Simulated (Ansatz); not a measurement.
Isolated molecules relaxed with PBE0-D4/def2-TZVP in Ansatz; ΔE leaves out vibrations. CCSD(T)/CBS adds triple-zeta CCSD(T) − MP2 to the extrapolated MP2 energy (def2 sets, frozen cores). Functionals use def2-TZVPP. B3LYP here is the variant with VWN-RPA as its local correlation; programs differ in this. HSE06 is defined as in plane-wave codes. One conformer a species, not always the lowest.

`N#CCB(O)F` + `[AlH2][NH][SiH3]` → `OB(F)[NH][AlH2]` + `N#CC[SiH3]`  (redistribution)

| level | ΔE (kJ/mol) | difference from CCSD(T)/CBS |
| --- | --- | --- |
| LDA (SPW92) | -41.6 | -4.2 |
| PBE-D4 | -40.0 | -2.6 |
| revPBE-D4 | -39.6 | -2.2 |
| BLYP-D4 | -38.4 | -1.0 |
| B97M-V | -36.2 | 1.2 |
| PBE0-D4 | -40.9 | -3.5 |
| B3LYP-D4 | -39.3 | -1.9 |
| r2SCANh-D4 | -40.6 | -3.2 |
| r2SCAN0-D4 | -41.0 | -3.6 |
| HSE06-D4 | -40.9 | -3.5 |
| BHLYP-D4 | -39.6 | -2.2 |
| CAM-B3LYP-D4 | -38.7 | -1.3 |
| ωB97X-V | -37.9 | -0.5 |
| ωB97M-V | -38.2 | -0.8 |
| B2PLYP | -38.6 | -1.2 |
| PBE-QIDH | -40.0 | -2.6 |
| PBE | -40.4 | -3.0 |
| revPBE | -40.1 | -2.7 |
| PBE0 | -41.2 | -3.8 |
| B3LYP | -39.8 | -2.4 |
| r2SCANh | -40.7 | -3.3 |
| BHLYP | -40.4 | -3.0 |
| CAM-B3LYP | -39.0 | -1.6 |
| LC-ωPBE | -38.7 | -1.3 |
| RPA@PBE/def2-TZVPP | -36.3 | 1.1 |
| HF/def2-SVP | -44.4 | -7.0 |
| MP2/def2-SVP | -41.9 | -4.5 |
| CCSD/def2-SVP | -42.0 | -4.6 |
| CCSD(T)/def2-SVP | -41.7 | -4.3 |
| HF/def2-TZVPP | -39.9 | -2.5 |
| MP2/def2-TZVPP | -37.9 | -0.5 |
| SCS-MP2/def2-TZVPP | -37.0 | 0.4 |
| CCSD/def2-TZVPP | -38.3 | -0.9 |
| CCSD(T)/def2-TZVPP | -38.0 | -0.6 |
| HF/def2-QZVPP | -39.0 | -1.6 |
| MP2/def2-QZVPP | -37.3 | 0.1 |
| SCS-MP2/def2-QZVPP | -36.4 | 1.0 |
| HF/CBS(def2) | -38.9 | -1.5 |
| MP2/CBS(def2) | -37.3 | 0.1 |
| CCSD/CBS(def2) | -37.7 | -0.3 |
| CCSD(T)/CBS | -37.4 | 0 |

Largest T1 diagnostic among the species: 0.013.

At CCSD(T), def2-SVP lies −4.3 kJ/mol from the extrapolated value and def2-TZVPP −0.6 kJ/mol. Leaving LDA and LC-ωPBE aside and taking each functional with its dispersion term where it has one, the values spread over 4.8 kJ/mol, from r2SCAN0-D4 to B97M-V.

CCSD(T)/CBS has its own doubt, a few kJ/mol and more with outer-core shells, so smaller differences from it don't rank the levels.
